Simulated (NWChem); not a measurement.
Molecule: TiClF3; SMILES [F][Ti]([F])([F])[Cl]

Q: Give the equilibrium geometry at PBE0/def2-SVP (NWChem) as a list of bonds and angles, with the point group.

A: point group C3v; any orientation.
Bond lengths (Å): Ti1–F2 1.721, Ti1–F3 1.721, Ti1–F4 1.721, Ti1–Cl5 2.173. Angles (°): F2–Ti1–F3 109.0, F2–Ti1–F4 109.0, F2–Ti1–Cl5 109.9, F3–Ti1–F4 109.0, F3–Ti1–Cl5 109.9, F4–Ti1–Cl5 109.9.
